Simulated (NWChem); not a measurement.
Molecule: selenium dioxide (SeO2); SMILES O=[Se]=O

Program: NWChem. Pople sets run with spherical d functions. This build's default masses of Se (78.918 u) and Br (79.917 u) are each other's, which moves their modes by up to 0.6 %. Each level has its own optimisation; frequencies are unscaled.

| level | r O–Se (Å) | highest harmonic frequency (cm⁻¹) | lowest (cm⁻¹) | zero-point energy (kcal/mol) | dipole (D) |
|---|---|---|---|---|---|
| B3LYP/3-21G | 1.669 | 973 | 352 | 3.2 | 2.91 |
| Hartree-Fock/STO-3G | 1.682 | 887 | 355 | 2.9 | 2.10 |
| LDA (Slater exchange, VWN5)/def2-SVP | 1.616 | 1004 | 357 | 3.3 | 2.49 |
| B3LYP/6-31G* | 1.624 | 999 | ___ | 3.3 | ___ |

Problem. Fill in the missing entries.

Solution. 
- B3LYP/6-31G*, lowest (cm⁻¹): 362
- B3LYP/6-31G*, dipole (D): 2.67
